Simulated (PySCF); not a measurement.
# Zn²⁷⁺ (zinc, charge +27) across methods

[He] 2s1, 2S determinant. All numbers are calculated (PySCF 2.14, the non-relativistic Hamiltonian (point nucleus), in an uncontracted even-tempered set (17 s from 7.6 bohr⁻², ratio 2.2; 8 p from 12 bohr⁻², ratio 2.4; 6 d from 35 bohr⁻², ratio 2.4; 5 f from 53 bohr⁻², ratio 2.4; 4 g from 79 bohr⁻², ratio 2.4)).

```csv
method,E (hartree),mean ε 1s α (eV),mean ε 1s β (eV),mean ε 2s α (eV),Σ⟨r²⟩ (bohr²),⟨S²⟩
TPSSh,-982.293,-11428.5,-11419.8,-2706.5,0.05761,0.750
PBE,-981.934,-11395.5,-11387.2,-2700.4,0.05764,0.750
UHF,-982.17142,-11592.1,-11575.4,-2743.2,0.05767,0.750
r2SCAN,-982.169,-11417.0,-11409.7,-2703.0,0.05767,0.750
LDA,-979.694,-11373.5,-11364.8,-2695.9,0.05773,0.750
r2SCANh,-982.175,-11434.6,-11426.4,-2707.1,0.05767,0.750
```

Task: Estimate the same row for PBE0.

Result: E (hartree) = -982.007; mean ε 1s α (eV) = -11444.8; mean ε 1s β (eV) = -11434.5; mean ε 2s α (eV) = -2711.3; Σ⟨r²⟩ (bohr²) = 0.05765; ⟨S²⟩ = 0.750.
